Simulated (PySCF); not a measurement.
Species: Fe(NH2)2 (quintet state).
Geometry (PBE0-D3(BJ)/def2-SVP, Å), atoms numbered from 1 in this order:
```xyz
7
FeH4N2 angstrom
Fe     0.016   -0.013   -0.010
N      0.111   -0.022    1.833
H     -0.567    0.385    2.471
H      0.851   -0.432    2.395
N     -0.083   -0.008   -1.853
H     -0.518   -0.720   -2.433
H      0.283    0.709   -2.473
```

Computed with PySCF, PBE0-D3(BJ)/def2-SVP geometry optimisation, gas phase.

Masses are those of the commonest isotopes; rigid-rotor values at the optimised geometry. 

Q: What are A, B and C (MHz)?

A: Ia = 2.71, Ib = 120.87, Ic = 120.90 u·Å²; 505379 MHz·u·Å²/I gives A = 186718, B = 4181, C = 4180 MHz.

Q: Classify the top.

A: A prolate symmetric top, as the point group D2d requires two equal moments; the computed ones differ by 0.02 % because the geometry is symmetric only within the optimiser's tolerance: κ = (2 × 4181 − 186718 − 4180)/(186718 − 4180) = -1.00.

The point group D2d allows no dipole (computed: 0.01 D), so a rigid rotor has no electric-dipole lines.

For this open shell read J as N, the rotation without spin; fine and hyperfine splittings come on top. Stationary, but not proved a minimum. ⟨S²⟩ = 6.011 (exact for a quintet: 6.00). These are rigid-rotor constants of the computed structure; measured ground-state constants (B0) also hold zero-point vibration.
